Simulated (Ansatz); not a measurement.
Calculated with Ansatz (gas phase, PBE0-D4/def2-TZVP geometries, no zero-point term in ΔE). CBS: MP2 limit from def2 TZ/QZ plus the TZ coupled-cluster correction, frozen cores. Functionals use def2-TZVPP. For Mg, Se outer-core shells are correlated without core-valence functions, which leaves a few kJ/mol of doubt a bond. Scalar relativity is left out up to krypton. One conformer a species, not always the lowest.

`CC[Se][SiH2]C` + `[NH2][Mg][SH]` → `C[S][Mg][NH2]` + `C[SiH2][Se]C`  (substitution at a C–C bond)

```json
{"level": "r2SCAN", "ΔE (eV)": "0.36"}
{"level": "CCSD/def2-TZVPP", "ΔE (eV)": "0.40"}
```

Question: What does CCSD(T)/CBS give? (An estimate is asked.)

Answer: The calculation gave: +0.38 eV. The listed levels differ from it by -0.02, 0.02 eV.

Largest T1 diagnostic among the species: 0.009.

In def2-TZVPP, CCSD(T) changes the Hartree–Fock value by +0.05 eV (the triples alone add −0.00 eV) and MP2 by +0.05 eV.
